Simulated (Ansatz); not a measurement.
Input for Ansatz (a first-principles code): R-RI-MP2/cc-pVQZ on BGeH5O (SMILES O[BH][GeH3]), a point of a torsion scan. Files ending in .json are basis or fitting sets from the Basis Set Exchange. The run froze 16 orbitals, filled d shells among them.

Ansatz 0.2 input:
```yaml
crystal:
  periodic: [false, false, false]
  atoms:
    - {symbol: O, position_ang: [1.61607610, 0.82070391, 0.10769968]}
    - {symbol: B, position_ang: [0.76411496, -0.18395659, 0.31859214]}
    - {symbol: Ge, position_ang: [0.82025540, -1.08627667, 2.12945016]}
    - {symbol: H, position_ang: [2.25806241, 0.80661877, -0.59738451]}
    - {symbol: H, position_ang: [0.26686126, -0.74353587, -0.60215236]}
    - {symbol: H, position_ang: [-0.39795154, -1.68890650, 2.76005067]}
    - {symbol: H, position_ang: [1.49412623, -0.36910652, 3.25599801]}
    - {symbol: H, position_ang: [1.69284785, -2.29695084, 1.94995844]}
basis:
  gaussian:
    orbitals: cc-pVQZ
    fitting: {mean_field: def2-universal-JKFIT, correlation: cc-pVQZ-RIFIT.json}
magnetization: {spin_polarized: false}
correlation: {method: mp2, electrons: outside_noble_gas}
scf: {lower_state_search: off}
```

The log:

```
WARN ansatz: RAYON_NUM_THREADS=1 ignored (pool sized by the plan → 1); use --threads N
Functional definition: HF
these checks for a lower state are left out or cut short: stability, starts, cluster_reference, orbital_swaps, neighbouring_geometries, increment
integrals: 0.43 GiB planned
508 factors; integrals over basis functions are off by at most 5.5e0 eV
mean field: 0.69 GiB planned
mean field evaluation 1: about -59261.7171 eV, gradient 3.4e1 eV
mean field evaluation 2: about -59263.5163 eV, gradient 2.1e1 eV
mean field evaluation 4: about -59264.2517 eV, gradient 5.0e-1 eV
mean field -59264.25377381 eV, -2177.9211554337 hartree, gradient 2.3e-6 eV, S^2 0.000000; 0 other end points of the search recorded, 0 dependent functions left out
16 core orbitals not correlated
765 factors; their error is unknown
reference -59264.25377381 eV, -2177.9211554337 hartree; 9, 9 occupied and 303, 303 virtual orbitals, 765 factors
second order -13.61208802 eV of doubles, -0.00000000 eV of singles
Total energy: -59277.86586184 eV, -2178.4213904420 hartree
Checks for a lower state left out: stability, starts, cluster_reference, orbital_swaps, neighbouring_geometries, increment
```

The run converged.

Cost: about 3 core-seconds (a rough figure).
